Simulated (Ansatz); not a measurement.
Mulliken charges of F2H4N2Si2, SMILES `F[Si@H]1N[Si@@H](F)N1` from B3LYP/def2-TZVPP in Ansatz (PBE0-D4/def2-TZVP geometry).

```json
{"atom": "F1", "x (Å)": "0.470", "y (Å)": "-1.148", "z (Å)": "-2.207", "charge (e)": "-0.315"}
{"atom": "Si2", "x (Å)": "0.760", "y (Å)": "-0.676", "z (Å)": "-0.715", "charge (e)": "0.707"}
{"atom": "N3", "x (Å)": "-0.493", "y (Å)": "-0.995", "z (Å)": "0.416", "charge (e)": "-0.421"}
{"atom": "Si4", "x (Å)": "-0.724", "y (Å)": "0.673", "z (Å)": "0.753", "charge (e)": "0.707"}
{"atom": "F5", "x (Å)": "-2.166", "y (Å)": "1.249", "z (Å)": "0.400", "charge (e)": "-0.315"}
{"atom": "N6", "x (Å)": "0.503", "y (Å)": "0.994", "z (Å)": "-0.405", "charge (e)": "-0.420"}
{"atom": "H7", "x (Å)": "2.097", "y (Å)": "-1.222", "z (Å)": "-0.419", "charge (e)": "-0.097"}
{"atom": "H8", "x (Å)": "-0.908", "y (Å)": "-1.835", "z (Å)": "0.769", "charge (e)": "0.125"}
{"atom": "H9", "x (Å)": "-0.486", "y (Å)": "1.126", "z (Å)": "2.136", "charge (e)": "-0.097"}
{"atom": "H10", "x (Å)": "0.947", "y (Å)": "1.832", "z (Å)": "-0.726", "charge (e)": "0.125"}
```

Q: By hand: the dipole of these point charges (1 e Å = 4.8032 D).

A: Σ q r = (0.405, -0.024, 0.430) e Å, of length 0.591 e Å = 2.84 D.

Q: How does the dipole of the full density compare? (An estimate is asked.)

A: The calculation gave: (0.273, -0.016, 0.291) e Å, 1.92 D; the point charges give 1.48 times that, at 0° from its direction.

Point charges leave out the atoms' own dipoles, such as those of lone pairs, and Mulliken's split depends on the basis, so the two needn't agree.

B3LYP here is the variant with VWN-RPA as its local correlation; programs differ in this.
